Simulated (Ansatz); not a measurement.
`[OH][Ti]([OH])([OH])[SeH]` + H₂O → `[OH][Ti]([OH])([OH])[OH]` + H₂Se  (formal hydrolysis of a Ti–Se bond)

Isolated molecules relaxed with PBE0-D4/def2-TZVP in Ansatz; ΔE leaves out vibrations. CCSD(T)/CBS is the MP2 limit (def2-TZVPP, def2-QZVPP) plus CCSD(T) − MP2 in def2-TZVPP, frozen cores. This one scheme is used for every species. Functionals use def2-TZVPP. HSE06 is defined as in plane-wave codes. For Se, Ti outer-core shells are correlated without core-valence functions, which leaves a few kJ/mol of doubt a bond. Scalar relativity is left out up to krypton. Each species was taken in one conformer, which may not be the lowest.

```tsv
level	ΔE (kJ/mol)
HSE06-D4	-10.9
HSE06	-14.2
BHLYP	-25.8
CCSD(T)/def2-TZVPP	-14.8
```

Problem. What does CCSD(T)/CBS give? (Best estimate.)

Solution. Computed: -9.8 kJ/mol. The listed levels differ from it by -1.1, -4.4, -16.0, -5.0 kJ/mol.

Problem. What do rigid-rotor, harmonic-oscillator terms from PBE0-D4/def2-TZVP frequencies (298.15 K, 1 bar) make of the CCSD(T)/CBS value? (Estimate.)

Solution. Ansatz gave: ΔZPE = -7.0 kJ/mol, ΔH = -18.9 kJ/mol, ΔS = -8 J/(mol·K), ΔG = -16.7 kJ/mol.

Largest T1 diagnostic among the species: 0.024, so the coupled-cluster value is less sure than usual.

In def2-TZVPP, CCSD(T) changes the Hartree–Fock value by +17.3 kJ/mol (the triples alone add +7.1 kJ/mol) and MP2 by +26.5 kJ/mol. The D4 term adds +5.8 kJ/mol with B3LYP and +3.3 kJ/mol with PBE0; it sums over pairs of atoms, weighted by their polarisabilities, and B3LYP, whose exchange is more repulsive, gets the larger term. Leaving LDA and LC-ωPBE aside and taking each functional with its dispersion term where it has one, the values, not all of them listed here, spread over 17.9 kJ/mol, from CAM-B3LYP-D4 to PBE-QIDH.

B3LYP here is the variant with VWN-RPA as its local correlation; programs differ in this.
